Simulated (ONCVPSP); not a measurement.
**platinum (Pt): excitation energies, all-electron against ONCV**

ONCVPSP 4.0.1 input, shortened (lines: element, Z, core and valence counts, functional; n l f; lmax; l rc ep ncon nbas qcut; lloc lpopt rc5 dvloc0; l nproj debl; icmod fcfact rcfact), PBEsol, scalar-relativistic:

```
  Pt 78.00    9    5  -116133      upf
    1    0    2.00
    2    0    2.00
    2    1    6.00
    3    0    2.00
    3    1    6.00
    3    2   10.00
    4    0    2.00
    4    1    6.00
    4    2   10.00
    4    3   14.00
    5    0    2.00
    5    1    6.00
    5    2    9.00
    6    0    1.00
    3
    0    1.65    0.00    4    8    5.80
    1    1.05    0.00    3    8    7.20
    2    2.25    0.00    4    9    7.60
    3    0.70    0.00    4    8   21.50
    4    5    0.60    3.00
    0    2    1.50
    1    1    3.00
    2    2    3.20
    3    3    2.20
    0    0.00    0.00
```

In the f channel the program set the typed energies aside and used -2.578, 0.250, 2.450 Ha.

Energies are relative to the spin-unpolarised reference configuration 4f14 5s2 5p6 5d9 6s1; without spin polarisation the order of configurations can differ from experiment.

```csv
valence configuration,charge,ΔE all-electron (eV),error AE − PS (meV)
4f14 5s2 5p6 5d9 6s0,+1,9.226,-5.7
4f14 5s2 5p6 5d8 6s0,+2,29.223,-7.3
```

Problem. What are ΔE and the potential's error for 4f14 5s2 5p6 5d7 6s0?

Solution. ΔE = 61.471 eV all-electron; the error (AE − PS) is -7.3 meV.

Problem. What are ΔE and the potential's error for 4f14 5s2 5p6 5d10 6s0?

Solution. ΔE = -0.011 eV all-electron; the error (AE − PS) is -6.1 meV.

Note: ghosts flagged at negative energy: s at -595.0 eV, p at -335.8 eV; GHOST(+) flagged for d at 529.2 eV. A true bound ghost makes a file unfit for plane-wave use.
